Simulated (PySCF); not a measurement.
These compounds are isomers of formula C8H12ClF.

A. `Cl[C@@]12C[C@@H](C)[C@@H](C1)C[C@H]2F`
B. `F[C@@H]1C[C@@H]2CC[C@H]1[C@@H](Cl)C2`
C. `C1[C@H](F)CCC[C@H]1/C=C/Cl`

Spectrum 1. 1H NMR (500 MHz, computed): δ 4.89 (m, 1H), 3.82 (m, 1H), 2.15 (m, 1H), 2.08 (m, 1H), 2.01 (m, 1H), 1.92 (m, 1H), 1.76 (m, 1H), 1.71 (m, 1H), 1.70 (m, 1H), 1.62 (m, 1H), 1.60 (m, 1H), 1.55 (m, 1H). 13C{1H} NMR (computed): δ 92.1 (CH), 60.2 (CH), 41.9 (CH), 41.2 (CH2), 38.1 (CH2), 28.5 (CH), 27.4 (CH2), 14.5 (CH2).

Spectrum 2. 1H NMR (500 MHz, computed): δ 6.20 (d, 1H), 5.88 (m, 1H), 5.07 (m, 1H), 2.39 (m, 1H), 2.08 (m, 1H), 2.05 (m, 1H), 1.89 (m, 1H), 1.73 (m, 1H), 1.62 (m, 1H), 1.18 (m, 1H), 1.09 (m, 1H), 1.00 (m, 1H). 13C{1H} NMR (computed): δ 148.2 (CH), 129.7 (CH), 90.2 (CH), 42.0 (CH2), 40.0 (CH), 36.4 (CH2), 34.3 (CH2), 23.5 (CH2).

Spectrum 3. 1H NMR (500 MHz, computed): δ 4.46 (m, 1H), 2.04 (m, 1H), 1.85 (m, 1H), 1.83 (m, 1H), 1.66 (m, 1H), 1.65 (m, 1H), 1.61 (m, 1H), 1.41 (m, 1H), 1.36 (m, 1H), 1.04 (d, 3H). 13C{1H} NMR (computed): δ 98.0 (CH), 76.5 (C), 45.1 (CH2), 44.8 (CH2), 42.1 (CH), 40.9 (CH2), 40.8 (CH), 23.9 (CH3).

One conformer, non-relativistic Hamiltonian, isolated molecule, one averaged value for each set of equivalent atoms. NMR shieldings at PBE0/pcSseg-1/GIAO; GFN2-xTB structure; PySCF.

Referencing at the same level of theory: 1H (σ = 31.72 ppm), 13C (σ = 186.93 ppm) vs TMS. Splittings of carbon signals by F and P are missing where no couplings were computed. Where no couplings were computed, multiplicities follow the n + 1 count of equivalent neighbours, and m marks all less simple cases (inequivalent or close neighbours, rings, F or P nearby). Shifts are as computed. Against solution values, carbons near 30 ppm lie about +3 ppm off and those near 130 ppm about +5 ppm; carbons on Cl a further +6 ppm. Of 1211 compounds with measured shifts, 218 miss one by over three times the rms of a fit or turn the order of signals round; such compounds aren't used in these exercises. Carbons bonded to Cl come out too deshielded.

**Question.** Match each spectrum to its structure.

**Answer.** 1–B, 2–C, 3–A.

- Spectrum 1 (B): 8 13C signals; δC 92.1 is an sp3 CH bonded to F; δC 60.2 is an sp3 CH bonded to Cl.
- Spectrum 2 (C): 8 13C signals; δC 148.2 is an alkene CH; δC 129.7 is an alkene CH.
- Spectrum 3 (A): 8 13C signals; δC 98.0 is an sp3 CH bonded to F; δC 76.5 is a fully substituted sp3 carbon bonded to Cl.
